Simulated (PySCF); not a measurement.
A PySCF script (with the pyscf-properties extension) for the NMR shieldings of `CO[C@@H]1[C@H]([SiH3])[C@@H]1CO`, C5H12O2Si, on a GFN2-xTB geometry:

```python
import basis_set_exchange as bse
import numpy as np
from pyscf import gto, dft
from pyscf.prop import nmr

atoms = """
C     0.355386   -1.234364   -2.073045
O     0.701556   -0.202807   -1.180111
C     0.851117   -0.645977    0.135003
C    -0.332530   -0.673486    1.068168
Si   -2.069957   -0.257173    0.466285
C     0.742523    0.375205    1.223422
C     0.507535    1.819274    0.831843
O     1.588232    2.348503    0.104750
H    -0.601779   -1.692181   -1.799893
H     1.128915   -2.011644   -2.089382
H     0.277532   -0.778859   -3.058299
H     1.598933   -1.434934    0.231589
H    -0.295397   -1.462890    1.811704
H    -2.090749    0.340784   -0.867086
H    -2.692239    0.653760    1.428331
H    -2.798641   -1.531193    0.421946
H     1.435056    0.259925    2.050432
H    -0.419108    1.898791    0.247406
H     0.410156    2.443495    1.723820
H     1.698310    1.796449   -0.679918
"""
names = dict.fromkeys(["C", "O", "Si", "H"], "pcSseg-1")
basis = {el: gto.basis.parse(bse.get_basis(n, elements=[el], fmt="nwchem")) for el, n in names.items()}
mol = gto.M(atom=atoms, basis=basis, charge=0, verbose=0)
mf = dft.RKS(mol, xc="PBE0")
mf.grids.level = 2
mf.grids.alignment = dft.numint.BLKSIZE   # the property module wants whole blocks of grid points
mf.conv_tol = 1e-9
mf.kernel()

calc = nmr.RKS(mf)   # GIAO
C = mf.mo_coeff
Co = C[:, mf.mo_occ > 0]
resp = mf.gen_response(singlet=True, hermi=2)
def vind(x):   # induced exchange potential for any number of trial vectors
    d = np.einsum("pi,xij,qj->xpq", C, 2 * x.reshape(-1, C.shape[1], Co.shape[1]), Co, optimize=True)
    return np.einsum("xpq,pi,qj->xij", resp(d - d.transpose(0, 2, 1)), C, Co, optimize=True).ravel()
mo1, _ = nmr.rhf.solve_mo1(calc, with_cphf=vind)
sigma = calc.kernel(mo1)
for i, s in enumerate(sigma):   # ppm
    w = np.linalg.eigvalsh((s + s.T) / 2)
    print("%2d %-2s iso %8.1f  s11 %8.1f  s22 %8.1f  s33 %8.1f" % (i, mol.atom_pure_symbol(i), w.mean(), *w))
```

Task: Give the expected output.

Result: 
```
 0 C  iso    125.6  s11     96.2  s22     98.3  s33    182.4
 1 O  iso    309.6  s11    270.8  s22    300.6  s33    357.4
 2 C  iso    122.4  s11     76.9  s22     96.5  s33    193.7
 3 C  iso    179.9  s11    153.5  s22    173.1  s33    213.0
 4 Si iso    433.4  s11    412.0  s22    421.3  s33    467.0
 5 C  iso    160.7  s11    127.2  s22    157.4  s33    197.3
 6 C  iso    118.9  s11     89.1  s22    109.9  s33    157.8
 7 O  iso    296.8  s11    260.3  s22    294.5  s33    335.7
 8 H  iso     28.5  s11     23.7  s22     28.0  s33     33.8
 9 H  iso     28.3  s11     24.1  s22     25.8  s33     34.9
10 H  iso     27.9  s11     23.8  s22     24.9  s33     35.0
11 H  iso     28.4  s11     22.7  s22     27.2  s33     35.3
12 H  iso     31.6  s11     24.6  s22     27.7  s33     42.7
13 H  iso     27.8  s11     24.1  s22     27.4  s33     32.0
14 H  iso     27.8  s11     23.6  s22     26.0  s33     33.8
15 H  iso     27.6  s11     24.1  s22     25.2  s33     33.6
16 H  iso     30.2  s11     24.0  s22     27.2  s33     39.4
17 H  iso     28.0  s11     22.5  s22     29.8  s33     31.6
18 H  iso     27.4  s11     22.4  s22     27.6  s33     32.2
19 H  iso     30.2  s11     18.6  s22     31.2  s33     40.8
```

These numbers come from an equivalent density-fitted implementation of the same equations, which agrees with the script to about 0.01 ppm for H and up to a few tenths of a ppm for heavy atoms, so last digits may differ.

Task: Turn these shieldings into chemical shifts. Chemical shifts δ = σref − σ; TMS for 13C (186.93 ppm), 29Si (349.16 ppm), 1H (31.72 ppm); 17O (336.08 ppm) against H2O, all at this level.

Result: Averaging equivalent atoms: C 6: 68.0; C 2: 64.6; C 0: 61.3; C 5: 26.3; C 3: 7.0; O 7: 39.3; O 1: 26.5; Si 4: -84.3; H 18: 4.34; H 13/14/15: 3.98; H 17: 3.74; H 8/9/10: 3.50; H 11: 3.32; H 16: 1.53; H 19: 1.49; H 12: 0.07 ppm. Experimental scales use liquid or dissolved standards, which lie at an offset from isolated H2O (liquid H2O: subtract about 36 ppm).

Size and cost of the density-fitted run: 203 basis functions, 60 s wall time on 1 thread of an Arm Neoverse N1, shared host; peak memory 0.93 GiB.
